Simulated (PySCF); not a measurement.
A run for PySCF: R-BP86/6-31G* on C2H4FN (a complex), monomers drawn apart or pushed together.

```python
from pyscf import gto, scf, dft, mp
from pyscf.data.elements import chemcore

mol = gto.M(
    atom='''
    C    -0.08324116    0.48591725   -0.50535480
    F    -0.15483518   -0.67060525    0.28178622
    H     0.83967750    0.44876088   -1.08227253
    H    -0.94935309    0.50293220   -1.16531418
    H    -0.08756066    1.35383493    0.15366398
    C    -0.29864321   -0.16535799    4.14139057
    N    -0.33044623    0.22898007    5.21762364
    H    -0.26821927   -0.51983769    3.13021344
    ''',
    basis='6-31g*',
    cart=True,
    charge=0, spin=0, verbose=3, max_memory=1800)
mf = dft.RKS(mol, xc='b88,p86')
mf.conv_tol = 1e-8
mf.max_cycle = 100
mf.kernel()
if not mf.converged:
    mf = mf.newton().run(mf.mo_coeff, mf.mo_occ)
```

Task: What total energy does the run end on?

Result: -233.1508 hartree.
